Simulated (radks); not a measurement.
Q: Calculated with a radial shooting solver on a logarithmic mesh with Libxc functionals: scalar-relativistic Kohn-Sham, LDA (Slater exchange, Perdew-Wang correlation), spin-polarised, spherical densities, finite nucleus; open shells are filled with parallel spins first (spin-orbit coupling, left out, can overturn this in heavy ions); Fermi nuclear charge, rms radius of each element as measured or else 0.836 A^(1/3) + 0.57 fm. Response by self-consistent Sternheimer equations with the Hartree and adiabatic LDA kernel, the relativistic mass of each level held fixed and spin-orbit coupling left out. For heavy and open-shell atoms this level of theory can miss by tens of per cent. Estimate the static dipole polarisabilities of P+ ([Ne] 3s2 3p2) and Ni+ ([Ar] 3d9) and the C6 coefficients of the three pairs.

A: alpha = 14.35 and 9.239 bohr^3; C6 = 73.68 (P+-P+), 47.91 (P+-Ni+), 32.45 (Ni+-Ni+) hartree bohr^6.
